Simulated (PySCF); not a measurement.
Ionisation energy of Xe²⁺ by level of theory

Xe²⁺ [Kr] 4d10 5s2 5p4 (3P) → Xe³⁺ [Kr] 4d10 5s2 5p3 (4S), as a difference of total energies. All numbers are calculated (PySCF 2.14, scalar relativity through the core potential, in def2-SVP with the def2 core potential (28 electrons) (6s5p3d2f, 50 functions)). Correlated levels: valence: 4s2 4p6 4d10 frozen. The calculations carry no spin-orbit coupling.

```tsv
method	ionisation energy (eV)
UHF	29.383
PBE0	30.513
B3LYP	30.684
MP2 (valence)	29.990
SCS-MP2 (valence)	30.053
CCSD (valence)	30.122
CCSD(T) (valence)	30.141
```

Q: How much does correlation contribute at CCSD(T) (valence)?

A: 30.141 − (29.383) = 0.758 eV, measured against UHF.

The reference lies between the lowest fine-structure levels, while these numbers refer to the centres of the terms.

Errors of the correlated levels include the incompleteness of this basis and the frozen core.

For comparison: 31.05 ± 0.04 eV (semi-empirical (NIST evaluation); NIST Atomic Spectra Database, ionization energies).
